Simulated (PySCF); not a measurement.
**UHF on In²⁺ (indium, charge +2)**

Configuration: [Kr] 4d10 5s1, 2S determinant. Computed with PySCF 2.14 in cc-pVDZ-PP with ECP28MDF (4s3p2d, 23 functions), with a scalar-relativistic core potential.

```
Total energy             : -188.388743 hartree
One-electron energy      : -321.4284 hartree
Hartree (Coulomb) energy : 148.5013 hartree
Exchange energy          : -15.4617 hartree
⟨S²⟩                     : 0.7505
⟨L²⟩                     : 0.000
Sum of ⟨r⟩               : 21.44 bohr
Sum of ⟨r²⟩              : 29.94 bohr²
Time after the integrals : 0.08 s of wall time on 1 thread of Neoverse-N1 (shared host)
```

```tsv
shell	electrons	mean orbital energy (hartree)	rms radius, mean of both spins (bohr)
4s α	1	-6.03394	0.912
4s β	1	-6.01943	0.912
4p α	3	-4.28510	0.994
4p β	3	-4.27854	0.994
4d α	5	-1.66742	1.25
4d β	5	-1.65688	1.25
5s α	1	-0.98336	2.57
```

Energies and moments cover only the electrons outside the core potential.
